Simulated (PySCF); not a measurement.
A structure optimised at PBE-D3(BJ)/def2-SVP, used in a PySCF frequency run:

```xyz
11

Cl     1.8809    -0.0261    -0.9492
Si     0.4774    -0.0859     0.5818
C     -0.8908    -1.3616     0.2881
C     -2.0437    -0.4376    -0.0503
C     -1.7878     0.8837     0.0850
O     -0.5383     1.2948     0.5003
H      1.2257    -0.0728     1.8728
H     -1.0863    -1.9738     1.1974
H     -0.6428    -2.0712    -0.5293
H     -3.0233    -0.8092    -0.3841
H     -2.4922     1.7084    -0.1044
```

Write its SMILES and formula.

Cl[Si@@H]1CC=CO1, C3H5ClOSi

What are its rotational constants (standard atomic weights)?

4.6977, 1.6602, 1.4761 GHz
